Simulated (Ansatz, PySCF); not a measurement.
ZnBr2, SMILES [Br][Zn][Br]. Atoms are numbered in the order given.

```xyz
3

Zn     0.0026     0.0034    -0.0176
Br    -0.2216     1.7534    -1.4023
Br     0.2241    -1.7464     1.3679
```

Geometry: B3LYP-D3(BJ)/def2-SVP. The isomer is the one that the SMILES or the coordinates give; other isomers of the formula were not compared.

Two levels are set side by side: PBE-D3(BJ)/def2-SVP (Ansatz, a quantum-chemistry and plane-wave program) and B3LYP-D3(BJ)/def2-SVP (Ansatz). Each level has its own optimised geometry; the coordinates shown are those of the second. Frequencies come from the Hessian of PySCF at each geometry. Differences are taken from unrounded values.

```csv
quantity,B3LYP-D3(BJ)
mean bond length (Å),2.243
bond Zn1–Br2 (Å),2.243
bond Zn1–Br3 (Å),2.243
highest harmonic wavenumber (cm⁻¹),392
mean harmonic wavenumber (cm⁻¹),189
zero-point energy (kcal/mol),1.08
```

What does PBE-D3(BJ) give, and how far is it from B3LYP-D3(BJ)? (Estimate from the structure and the level; the computed values follow.)


| quantity | PBE-D3(BJ) | PBE-D3(BJ) minus B3LYP-D3(BJ) |
|---|---|---|
| mean bond length (Å) | 2.237 | -0.006 |
| bond Zn1–Br2 (Å) | 2.237 | -0.006 |
| bond Zn1–Br3 (Å) | 2.237 | -0.006 |
| highest harmonic wavenumber (cm⁻¹) | 391 | -1 |
| mean harmonic wavenumber (cm⁻¹) | 188 | -1 |
| zero-point energy (kcal/mol) | 1.08 | 0.00 |

On these quantities the two levels nearly agree.
